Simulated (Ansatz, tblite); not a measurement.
Spin states of Ag₂Cl₂⁻ (the lowest doublet isomer of a short search), each relaxed with r2SCAN-D4/def2-SVPD in Ansatz. Electronic energies in the gas phase.

In the def2 sets Ag takes a core potential; there is no spin–orbit coupling. The xTB rows come from tblite. Correlated methods freeze 10 core orbitals; core or outer-core shells of Ag are correlated, in sets that lack core-valence functions. The rows differ in basis, and correlated rows in double-zeta sets carry the largest basis error. In CCSD on the charge -1 quartet the largest single amplitude is 0.18, so its Hartree–Fock determinant may place the open shell otherwise than the density functionals do. The structure comes from a short search, and lower isomers may exist.

Doublet geometry (Cs within 0.1 Å):

```xyz
4

Ag   -0.2917   -0.0500   -0.5817
Ag    0.7404    0.2176    2.0723
Cl    2.0739   -0.3004   -0.1752
Cl   -2.5227    0.1328   -1.3154
```

Quartet geometry (Cs within 0.1 Å):

Cartesian coordinates in Å:
```
Ag -0.2538 -0.2678 0.9585
Ag 0.5906 2.4937 0.1457
Cl 0.3543 0.3531 -1.3651
Cl -0.6911 -2.5790 0.2608
```

⟨S²⟩: doublet 0.75 at PBE0-D4/def2-TZVPD (pure 0.75), quartet 3.76 at PBE0-D4/def2-TZVPD (pure 3.75).

Run but left out: HF/STO-3G (doublet: ⟨S²⟩ 1.50, where a pure state has 0.75).

Only these spin states were relaxed.

Second-order perturbation terms are unreliable where d shells bring near-degenerate states, and here MP2/def2-SVPD, MP2/def2-TZVPD lie more than 0.4 eV from the median of the functionals without such a term.

```tsv
level	quartet − doublet (kcal/mol)	lowest of these	remarks
GFN2-xTB	76.6	doublet	–
HF/def2-TZVPD	91.8	doublet	–
r2SCANh-D4/def2-TZVPD	81.6	doublet	HOMO above zero (quartet)
BHLYP-D4/def2-TZVPD	92.1	doublet	–
MP2/def2-SVPD	102.2	doublet	–
MP2/def2-TZVPD	102.6	doublet	–
CCSD/def2-SVPD	93.6	doublet	–
CCSD(T)/def2-SVPD	92.1	doublet	–
```

Problem. Estimate the rows for GFN1-xTB, HF/def2-SVPD, LDA (SPW92)/def2-TZVPD, PBE-D4/def2-TZVPD, BLYP-D4/def2-TZVPD, r2SCAN-D4/def2-TZVPD, PBE0-D4/def2-TZVPD, RPA@PBE/def2-TZVPD.

Solution. 
| level | quartet − doublet (kcal/mol) | lowest of these | remarks |
| --- | --- | --- | --- |
| GFN1-xTB | 91.8 | doublet | – |
| HF/def2-SVPD | 93.7 | doublet | – |
| LDA (SPW92)/def2-TZVPD | 80.8 | doublet | HOMO above zero (quartet) |
| PBE-D4/def2-TZVPD | 77.5 | doublet | HOMO above zero (quartet) |
| BLYP-D4/def2-TZVPD | 76.4 | doublet | HOMO above zero (quartet) |
| r2SCAN-D4/def2-TZVPD | 78.7 | doublet | HOMO above zero (quartet) |
| PBE0-D4/def2-TZVPD | 85.4 | doublet | – |
| RPA@PBE/def2-TZVPD | 81.6 | doublet | – |

The xTB methods have no spin-polarisation term.
